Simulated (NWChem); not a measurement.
System: C2H6O2Si, singlet; SMILES [Si](OC)OC

The following NWChem deck was run.

```
start job
memory heap 200 mb stack 900 mb global 1100 mb
geometry units angstroms noautosym nocenter noautoz
  Si     0.951231    -0.043101     0.382849
  O     -0.418599    -0.943843     0.016585
  C     -0.487834    -2.342369    -0.019406
  H      0.478410    -2.823224     0.224526
  H     -1.239316    -2.703436     0.701919
  H     -0.792700    -2.681151    -1.023242
  O      0.335097     1.487590     0.243071
  C     -0.944774     1.968734    -0.082092
  H     -1.328136     2.584977     0.747285
  H     -0.881146     2.608403    -0.977277
  H     -1.652879     1.148235    -0.276746
end
basis spherical
  * library def2-svp
end
dft
  xc pbe0
  iterations 150
end
cosmo
  do_cosmo_smd true
  solvent toluene
end
task dft energy
```

Low-valent species are run as closed-shell singlets; no triplet was tried in these runs. The geometry was optimised at PBE0/def2-SVP. Solvent: toluene.

Level: PBE0/def2-SVP with SMD (1 M gas to 1 M solution), gas-phase geometry. Reactions with the solvent are ignored.

Give the results of this calculation. (PBE0/def2-SVP, SMD on the gas-phase geometry.) Quantities: solvation free energy (kcal/mol); cavity-dispersion-structure term (kcal/mol); dipole in solution (D).


```yaml
solvation free energy (kcal/mol): -2.2
cavity-dispersion-structure term (kcal/mol): -0.7
dipole in solution (D): 2.00
```
